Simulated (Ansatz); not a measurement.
A made-up structure of AlSi₂H₃O, closed shell:

```
7
angstrom
O -2.3241 0.5936 0.0801
Si -0.7335 0.1951 -0.0207
Si 1.3465 -0.1757 -1.0118
Al 0.8826 -0.4507 1.2659
H -2.7586 0.8492 -0.7374
H 1.2595 -0.7984 2.6968
H 2.2303 -0.2138 -2.1225
```

It is relaxed with PBE-D4/def2-SVP and then PBE0-D4/def2-TZVP (Ansatz 0.2.0). Atoms count as bonded within 1.22 times the sum of their covalent radii (H–H: 0.88 Å). The end point is not checked to be a true minimum.

Task: Does its bonding change? (A judgement: the text doesn't fix the answer.)

Result: The calculation gives: No: no bond forms or breaks.

Where it ends: The first stage lowers the energy by 0.61 eV in 7 steps. It ends as AlSi₂H₃O ([OH][Si]1[AlH][SiH]1):
```xyz
7
angstrom
O -2.3375 0.6410 -0.1735
Si -0.7866 0.1862 0.1125
Si 1.1285 -0.1460 -0.8558
Al 0.9843 -0.5098 1.4519
H -2.5736 0.8602 -1.0787
H 1.6116 -0.9167 2.8484
H 1.8759 -0.1156 -2.1545
```

Labels in which every atom is bracketed show which atoms are joined, not bond orders.

For scale, one of the runs: PBE0-D4/def2-TZVP relaxation, 160 basis functions, launched by `ansatz run in.yaml --threads 2 --pin off --events-out ev --progress --plain --max-ram 4352MiB`. Hardware: 2 CPU threads of an Intel Xeon 6975P-C, shared host. Wall time about 20 s.
